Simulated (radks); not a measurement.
The nuclear charge of the silicon ion Si2+ is varied continuously with 12 electrons held in [Ne] 3s2. All-electron calculation, non-relativistic Kohn-Sham, PBE, spin-unpolarised, spherical densities, point nucleus. Program: a radial shooting solver on a logarithmic mesh with Libxc functionals. By the Hellmann-Feynman theorem dE/dZ = E(electron-nucleus)/Z, the electronic potential at the nucleus.

| Z | E (hartree) | E(electron-nucleus)/Z (hartree) | HOMO | e(HOMO) (eV) | <r> HOMO (bohr) |
|---|---|---|---|---|---|
| 13.6 | -269.29302 | -46.7423 | 3s | -22.590 | 2.102 |
| 13.8 | -278.72645 | -47.5918 | 3s | -25.467 | 2.026 |
| 14 | -288.32973 | -48.4409 | 3s | -28.478 | 1.956 |
| 14.2 | -298.10280 | -49.2897 | 3s | -31.621 | 1.891 |
| 14.4 | -308.04558 | -50.1381 | 3s | -34.897 | 1.831 |
| 14.6 | -318.15801 | -50.9862 | 3s | -38.303 | 1.775 |
| 14.8 | -328.44004 | -51.8340 | 3s | -41.839 | 1.723 |
| 15 | -338.89162 | -52.6817 | 3s | -45.504 | 1.674 |

The central difference of E at Z = 14 is -48.441 hartree, to compare with the third column; the second derivative is -4.24 hartree.
